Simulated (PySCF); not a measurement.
**C₆ coefficients of unlike pairs at PBE**

Calculated with PySCF 2.14 from the dipole response of each species, C₆(A,B) = (3/π) ∫ α_A(iu) α_B(iu) du, in atomic units, from isotropic polarisabilities. For ions this is the dispersion term alone; charge-induced terms of lower order in 1/R come first.

| species | configuration | basis | relativity | α (bohr³) | C₆ (like pair) |
| --- | --- | --- | --- | --- | --- |
| Te³⁺ | [Kr] 4d10 5s2 5p1 (2P) | x2c-QZVPPall with one added diffuse shell each of s, p, d, f type (14s10p8d5f1g) | spin-free X2C | 10.44 | 55.50 |
| Re⁺ | [Xe] 4f14 5d5 6s1 (7S) | def2-TZVPPD with the def2 core potential (60 electrons) (6s5p3d2f1g) | core potential | 28.49 | 229.9 |
| C²⁺ | [He] 2s2 (1S) | aug-cc-pVTZ with one added diffuse shell each of s, p, d, f type (6s5p4d3f) | none | 4.215 | 6.493 |
| Pb⁺ | [Xe] 4f14 5d10 6s2 6p1 (2P) | aug-cc-pwCVTZ-PP with ECP60MDF (8s7p6d4f1g) | core potential | 27.92 | 239.9 |

Problem. Estimate C₆ for Pb⁺ with Te³⁺.

Solution. The integral gives 113.4. The combination rule 2 C_A C_B / (C_A α_B/α_A + C_B α_A/α_B) gives 111.8 and the geometric mean 115.4.

No spin-orbit coupling is included.

The other pairs:

```json
{"pair": "C²⁺, Re⁺", "C₆": "38.43"}
{"pair": "Pb⁺, C²⁺", "C₆": "39.30"}
{"pair": "C²⁺, Te³⁺", "C₆": "18.61"}
{"pair": "Re⁺, Te³⁺", "C₆": "110.3"}
{"pair": "Pb⁺, Re⁺", "C₆": "234.7"}
```
